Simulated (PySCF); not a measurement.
## C₆ coefficients of unlike pairs at UHF

Calculated with PySCF 2.14 from the dipole response of each species, C₆(A,B) = (3/π) ∫ α_A(iu) α_B(iu) du, in atomic units, from isotropic polarisabilities. For ions this is the dispersion term alone; charge-induced terms of lower order in 1/R come first.

| species | configuration | basis | relativity | α (bohr³) | C₆ (like pair) |
| --- | --- | --- | --- | --- | --- |
| Sc⁺ | [Ar] 3d1 4s1 (3D) | aug-cc-pVTZ-DK (8s7p5d3f2g) | spin-free X2C | 76.28 | 563.7 |
| Ge⁺ | [Ar] 3d10 4s2 4p1 (2P) | x2c-QZVPPall with one added diffuse shell each of s, p, d, f type (12s9p6d5f1g) | spin-free X2C | 19.85 | 118.0 |
| I²⁺ | [Kr] 4d10 5s2 5p3 (4S) | aug-cc-pwCVTZ-DK3 with one added diffuse shell each of s, p, d, f type (11s10p8d5f1g) | spin-free X2C | 14.01 | 98.61 |
| Ge | [Ar] 3d10 4s2 4p2 (3P) | def2-QZVPPD (12s7p5d4f1g) | none | 41.18 | 364.4 |

Estimate C₆ for Ge with Ge⁺.

The integral gives 205.1. The combination rule 2 C_A C_B / (C_A α_B/α_A + C_B α_A/α_B) gives 204.5 and the geometric mean 207.4.

No spin-orbit coupling is included.

The other pairs:

```csv
pair,C₆
"Ge, I²⁺",176.0
"I²⁺, Sc⁺",185.3
"Ge, Sc⁺",425.9
"I²⁺, Ge⁺",104.8
"Ge⁺, Sc⁺",229.0
```
